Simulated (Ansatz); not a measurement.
C$_{5}$H$_{9}$N, singlet, at a GFN2-xTB geometry; HF/pcseg-2 in Ansatz (a first-principles code).

Ansatz was given this input:
Ansatz 0.2 input:
```yaml
crystal:
  periodic: [false, false, false]
  atoms:
    - {symbol: C, position_ang: [3.07321217, 0.40339942, 0.65057904]}
    - {symbol: C, position_ang: [1.90728135, 0.18905703, 0.81245276]}
    - {symbol: C, position_ang: [0.49055880, -0.05568116, 0.98016252]}
    - {symbol: C, position_ang: [-0.25163587, 0.04228667, -0.35594581]}
    - {symbol: N, position_ang: [-1.65017848, -0.29381665, -0.17041845]}
    - {symbol: C, position_ang: [-2.40918732, -0.25741189, -1.40220664]}
    - {symbol: H, position_ang: [4.09828890, 0.58419168, 0.52240680]}
    - {symbol: H, position_ang: [0.08220963, 0.67539856, 1.68510671]}
    - {symbol: H, position_ang: [0.33855189, -1.05418712, 1.39759115]}
    - {symbol: H, position_ang: [-0.10704014, 1.05082533, -0.78565651]}
    - {symbol: H, position_ang: [0.17215570, -0.68048230, -1.06059285]}
    - {symbol: H, position_ang: [-2.06474846, 0.34561768, 0.50298580]}
    - {symbol: H, position_ang: [-2.36694034, 0.71565742, -1.91641591]}
    - {symbol: H, position_ang: [-2.01340128, -1.01624996, -2.07797192]}
    - {symbol: H, position_ang: [-3.44920115, -0.49395529, -1.18477550]}
basis:
  gaussian:
    orbitals: pcseg-2
hamiltonian:
  xc: hf
```

### Question
Predict the main parts of the log of this Ansatz run.

### Answer

```
Functional definition: HF
1872 factors; their error is unknown
mean field evaluation 1: about -6771.7685 eV, gradient 4.1e1 eV
mean field evaluation 2: about -6775.7087 eV, gradient 1.6e1 eV
mean field evaluation 4: about -6776.3622 eV, gradient 1.2e0 eV
mean field evaluation 8: about -6776.3671 eV, gradient 1.3e-1 eV
mean field -6776.53366693 eV, -249.0330189603 hartree, gradient 2.8e-5 eV, S^2 0.000000; 0 other end points of the search recorded, 0 dependent functions left out
reference -6776.53366693 eV, -249.0330189603 hartree; 23, 23 occupied and 283, 283 virtual orbitals, 1872 factors
Total energy: -6776.53366693 eV, -249.0330189603 hartree
```
